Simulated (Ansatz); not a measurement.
`[CH3][GeH2][SH]` → `[GeH2]` + CH₃SH at 500 K and 1 bar (germylene formation by 1,1-elimination).

Computed with Ansatz on PBE0-D4/def2-TZVP structures; ΔE is electronic, products minus reactants. CCSD(T)/CBS adds triple-zeta CCSD(T) − MP2 to the extrapolated MP2 energy (def2 sets, frozen cores). This one scheme is used for every species. For Ge outer-core shells are correlated without core-valence functions, which leaves a few kJ/mol of doubt a bond. Scalar relativity is left out up to krypton. One conformer a species, not always the lowest.

```json
{"species": "`[CH3][GeH2][SH]`", "CCSD(T)/CBS energy (Eh)": "-2515.57584", "H − E (kJ/mol)": "202.4", "S (J/(mol·K))": "383.4"}
{"species": "`[GeH2]`", "CCSD(T)/CBS energy (Eh)": "-2077.24753", "H − E (kJ/mol)": "46.3", "S (J/(mol·K))": "239.7"}
{"species": "CH₃SH", "CCSD(T)/CBS energy (Eh)": "-438.22835", "H − E (kJ/mol)": "145.1", "S (J/(mol·K))": "283.7"}
```

H − E and S are ideal-gas, rigid-rotor, harmonic terms from PBE0-D4/def2-TZVP, for one conformer and one mirror image of each species. 1 Eh = 2625.50 kJ/mol, R = 8.31446 J/(mol·K).

Task: By hand: ΔE, ΔH, ΔS and ΔG.

Result: ΔE = (-2077.24753) + (-438.22835) − (-2515.57584) = 0.09996 Eh = 262.4 kJ/mol. Δ(H − E) = 46.3 + 145.1 − 202.4 = -11.0, so ΔH = 251.4 kJ/mol. ΔS = 239.7 + 283.7 − 383.4 = 140.0 J/(mol·K). ΔG = 251.4 − 500 × (140.0)/1000 = 181.4 kJ/mol.

Task: By hand: the equilibrium constant, and the temperature at which ΔG would vanish if ΔH and ΔS stayed fixed.

Result: log₁₀ K = −ΔG/(RT ln 10) = -19.0. ΔG = 0 at ΔH/ΔS = 1796 K.

The number of gas molecules changes by +1, which sets the sign of ΔS. A doubt of 5 kJ/mol in ΔE shifts log₁₀ K by 0.5 here. Other conformers and mirror images would add mixing entropy, several J/(mol·K) or more a flexible species. These are equilibria of isolated gas molecules and say nothing of rates. Largest T1 diagnostic: 0.012 (customary marks: 0.02 for closed shells, 0.045 for open ones).
